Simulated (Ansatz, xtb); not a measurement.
**CH5AlOS: which of two conformers lies lower**

We compare X, `C[S][AlH][OH]`, a singlet, with Y, `C[S][AlH][OH]`, a singlet. Both are isolated molecules in the gas phase, relaxed with r2SCAN-D4/def2-SVP.

X (Å):

```tsv
atom	x (Å)	y (Å)	z (Å)
C	-1.9029	1.9475	-1.9073
Al	-1.1264	0.6429	0.8101
O	-1.3792	0.0521	2.3824
S	-2.7651	1.5040	-0.3444
H	-0.8344	1.6877	-1.8820
H	-2.3809	1.4111	-2.7383
H	-2.0031	3.0292	-2.0708
H	0.3282	0.5508	0.2079
H	-2.1879	0.0282	2.8990
```

Y (Å):

```yaml
atoms:
  - { symbol: C, position_ang: [-0.7057, -2.0146, 1.0078] }
  - { symbol: Al, position_ang: [1.6105, -1.5327, -1.0210] }
  - { symbol: O, position_ang: [0.3246, -0.7666, -1.8421] }
  - { symbol: S, position_ang: [1.0897, -2.4145, 0.8941] }
  - { symbol: H, position_ang: [-1.2668, -2.9555, 1.0901] }
  - { symbol: H, position_ang: [-0.8711, -1.4148, 1.9132] }
  - { symbol: H, position_ang: [-1.0506, -1.4558, 0.1275] }
  - { symbol: H, position_ang: [3.0853, -1.6146, -1.5808] }
  - { symbol: H, position_ang: [0.3610, -0.3241, -2.6936] }
```

**Question.** Estimate which is lower in electronic energy at CCSD(T)/def2-SVP + ΔMP2/def2-TZVPP, and by roughly how much.

**Answer.** Too close to call at this level: CCSD(T)/def2-SVP + ΔMP2/def2-TZVPP gives E(Y) − E(X) = −0.09 kJ/mol.

Level by level:

| level | geometry | E(Y) − E(X) (kJ/mol) | departure from the last row (kJ/mol) | job, with rough time for the two |
| --- | --- | --- | --- | --- |
| r2SCAN-D4/def2-SVP | r2SCAN-D4/def2-SVP | −0.40 | −0.31 | optimisation, 4.3 min |
| HF/def2-SVP | r2SCAN-D4/def2-SVP | −0.23 | −0.13 | part of the CCSD(T) run |
| MP2/def2-SVP | r2SCAN-D4/def2-SVP | −0.21 | −0.12 | part of the CCSD(T) run |
| CCSD(T)/def2-SVP | r2SCAN-D4/def2-SVP | −0.36 | −0.26 | single point |
| CCSD(T)/def2-SVP + ΔMP2/def2-TZVPP | r2SCAN-D4/def2-SVP | −0.09 |  | single point, 61 s |

The largest departure from CCSD(T)/def2-SVP + ΔMP2/def2-TZVPP is that of r2SCAN-D4/def2-SVP, 0.31 kJ/mol. Levels run at GFN2-xTB geometries aren't shown. The last row adds to CCSD(T) the change of the MP2 difference between the two basis sets, here +0.26 kJ/mol.

With harmonic frequencies from r2SCAN-D4/def2-SVP (ideal gas, rigid rotor, one conformer each, 298.15 K, 1 atm): the zero-point term adds +0.30 kJ/mol; ΔH is −0.11 and ΔG +1.49 kJ/mol.

The correlated steps freeze 12 core orbitals. Run with Ansatz 0.2.0; the last row on 1 thread of Intel(R) Xeon(R) Processor @ 2.50GHz (Skylake/Cascade Lake) on a shared host.
